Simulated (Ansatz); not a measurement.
Total energies of cis-[VBr2(NH3)4]+ (VBr₂N₄H₁₂⁺) from Ansatz at PBE-D4/def2-TZVP, gas phase (1 Eh = 27.2114 eV = 2625.5 kJ/mol). The reference geometry is relaxed at r2SCAN-D4/def2-SVP.

```json
{"state": "charge 1 triplet", "geometry": "reference", "energy (Eh)": "-6317.41895"}
{"state": "charge 2 doublet", "geometry": "reference", "energy (Eh)": "-6317.01368"}
{"state": "charge 2 doublet", "geometry": "relaxed at r2SCAN-D4/def2-SVP", "energy (Eh)": "-6317.02079"}
{"state": "charge 0 quartet", "geometry": "reference", "energy (Eh)": "-6317.59910"}
```

Other spin states of the ions weren't run at this level and may lie lower.

Question: Work out the vertical ionisation energy to the doublet.

Answer: E(charge 2 doublet) − E(charge 1 triplet) = -6317.01368 − (-6317.41895) = 0.40527 Eh = 11.03 eV. For comparison, −ε of the highest occupied level of the spin that leaves is 8.19 eV at this level, 2.84 eV less.

Question: Work out the vertical electron affinity, to the quartet.

Answer: E(charge 1 triplet) − E(charge 0 quartet) = -6317.41895 − (-6317.59910) = 0.18015 Eh = 4.90 eV.

Question: Give the fundamental gap IE − EA, the Mulliken electronegativity (IE + EA)/2 and the hardness (IE − EA)/2.

Answer: From the values in Eh: IE − EA = 0.40527 − 0.18015 = 0.22512 Eh = 6.13 eV; (IE + EA)/2 = 7.97 eV; (IE − EA)/2 = 3.06 eV.

Question: How much does the charge 2 doublet relax, and what is the adiabatic ionisation energy?

Answer: Relaxation: -6317.01368 − (-6317.02079) = 0.00711 Eh = 0.19 eV. Adiabatic ionisation energy: 0.39816 Eh = 10.83 eV, without zero-point energy. 

  The singlet lies 1.44 eV above the triplet at this level but is left out (at the level of its geometry, an occupied level 0.15 eV above an empty one).
